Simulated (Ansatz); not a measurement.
Calculated with Ansatz (gas phase, PBE0-D4/def2-TZVP geometries, no zero-point term in ΔE). CCSD(T)/CBS is the MP2 limit (def2-TZVPP, def2-QZVPP) plus CCSD(T) − MP2 in def2-TZVPP, frozen cores. DFT in def2-TZVPP. B3LYP here is the variant with VWN-RPA as its local correlation; programs differ in this. One conformer a species, not always the lowest.

Reaction (substitution at a C–C bond): `CC(N)([SiH3])S` + `[NH]1[AlH][SiH2]1` → `C[N]1[AlH][SiH2]1` + `NC([SiH3])S`

Task: Is it downhill or uphill in electronic energy at CCSD(T)/CBS, and by how much? (An estimate is asked.)

Result: Computed: Uphill: ΔE = +48.6 kJ/mol.

Task: What do these levels give: PBE-D4, PBE0-D4, B3LYP-D4, B2PLYP, PBE, B3LYP, HF/def2-TZVPP, HF/def2-QZVPP, SCS-MP2/def2-QZVPP, HF/CBS(def2), MP2/CBS(def2), CCSD/CBS(def2)? (Estimate.)

Result: Computed: PBE-D4 42.6, PBE0-D4 43.6, B3LYP-D4 41.3, B2PLYP 41.4, PBE 39.5, B3LYP 36.3, HF/def2-TZVPP 35.1, HF/def2-QZVPP 34.9, SCS-MP2/def2-QZVPP 46.2, HF/CBS(def2) 34.9, MP2/CBS(def2) 52.2, CCSD/CBS(def2) 46.8 kJ/mol.

Largest T1 diagnostic among the species: 0.015.

In def2-TZVPP, CCSD(T) changes the Hartree–Fock value by +11.6 kJ/mol (the triples alone add +1.9 kJ/mol) and MP2 by +15.1 kJ/mol. The D4 term adds +5.0 kJ/mol with B3LYP and +2.7 kJ/mol with PBE0; it sums over pairs of atoms, weighted by their polarisabilities, and B3LYP, whose exchange is more repulsive, gets the larger term.
